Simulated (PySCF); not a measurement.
Simulated Si 2p region for `C[Si](C)(Cl)Cl` (SiCl2Me2), binding energy against the vacuum level.

Every computed line was given a Gaussian of 0.8 eV full width at half maximum and an area set by the number of equivalent atoms (split 2:1 within a doublet); the highest printed point is 100. Level of theory: delta-SCF UKS SCAN, pcX-2 on the ionised atom, pcseg-1 elsewhere, spin-free X2C (PySCF 2.14.0).

| binding energy (eV) | intensity |
| --- | --- |
| 107.0 | 0 |
| 107.1 | 1 |
| 107.2 | 1 |
| 107.3 | 3 |
| 107.4 | 7 |
| 107.5 | 13 |
| 107.6 | 22 |
| 107.7 | 34 |
| 107.8 | 50 |
| 107.9 | 67 |
| 108.0 | 82 |
| 108.1 | 94 |
| 108.2 | 100 |
| 108.3 | 100 |
| 108.4 | 95 |
| 108.5 | 88 |
| 108.6 | 80 |
| 108.7 | 71 |
| 108.8 | 62 |
| 108.9 | 53 |
| 109.0 | 43 |
| 109.1 | 34 |
| 109.2 | 24 |
| 109.3 | 16 |
| 109.4 | 10 |
| 109.5 | 6 |
| 109.6 | 3 |
| 109.7 | 1 |
| 109.8 | 1 |
| 109.9 | 0 |
| 110.0 | 0 |

Task: How many maxima does the curve show, and how many computed lines lie under it?

Result: The curve has 1 maximum (at 108.2 eV). Under it lie 2 lines from 1 inequivalent silicon site, drawn as a 2p3/2, 2p1/2 pair. At this width some lines have no maximum of their own.

Task: Decompose the envelope and assign each component. Bonds: Si1–Cl2, Si1–Cl3, Si1–C4, Si1–C8. Hydrogens: H5, H6, H7 on C4; H9, H10, H11 on C8.

Result: 
| position (eV) | relative area | line | atoms | environment |
| --- | --- | --- | --- | --- |
| 108.18 | 0.67 | Si 2p3/2 | Si1 | silicon bonded to 2 C and 2 Cl |
| 108.81 | 0.33 | Si 2p1/2 | Si1 | silicon bonded to 2 C and 2 Cl |

Task: What are the centre and the root-mean-square width of the whole band?

Result: The area-weighted mean of the lines is 108.39 eV. Their own spread about it is 0.30 eV (rms) and each Gaussian has σ = 0.8/2.355 = 0.34 eV; the variances add, which gives 0.45 eV.

No satellites, vibrations or lifetime broadening are included. Spin–orbit and ligand-field terms were added within each 2p shell after the spin-free SCF. 2p1/2 minus 2p3/2 (ligand field included): Si 0.63 eV. Geometry: PBE0-D3(BJ)/def2-SVP; no solvent, vibrations or thermal averaging.
